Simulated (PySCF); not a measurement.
ReOBr3, SMILES [O]=[Re]([Br])([Br])[Br] (connectivity only; charge and spin as stated), neutral, multiplicity 3.

The structure is a stationary point at PBE0-D3(BJ)/def2-SVP. The spin state was assumed, not searched. The def2 effective core potentials stand for the cores of Re; spin–orbit coupling is left out.

These are TDA-PBE/def2-SVPD in PySCF values and carry that method's errors.

Vertical excitations; the highest root listed may be one member of a degenerate set. Gas-phase values at a fixed geometry.

Computed excitation energies, oscillator strengths and character:
```tsv
state	energy (eV)	λ (nm)	f	main pairs
root 1	1.79	693	0.000	α HOMO→LUMO 50 %, α HOMO−1→LUMO+1 50 %
root 2	1.88	659	0.000	α HOMO−1→LUMO, α HOMO→LUMO+1 (degenerate set)
root 3	1.88	659	0.000	α HOMO−1→LUMO+1, α HOMO→LUMO (degenerate set)
root 4	1.95	636	0.003	α HOMO→LUMO+1 49 %, α HOMO−1→LUMO 49 %
root 5	2.16	573	0.004	α HOMO−1→LUMO+2 (degenerate set)
root 6	2.16	573	0.004	α HOMO→LUMO+2 (degenerate set)
root 7	2.95	420	0.010	β HOMO→LUMO (degenerate set)
root 8	2.95	420	0.010	β HOMO→LUMO+1 (degenerate set)
root 9	3.11	399	0.000	β HOMO−1→LUMO 50 %, β HOMO−2→LUMO+1 50 %
root 10	3.12	398	0.000	β HOMO−1→LUMO+1 50 %, β HOMO−2→LUMO 50 %
```
Unrestricted roots are not spin-pure.
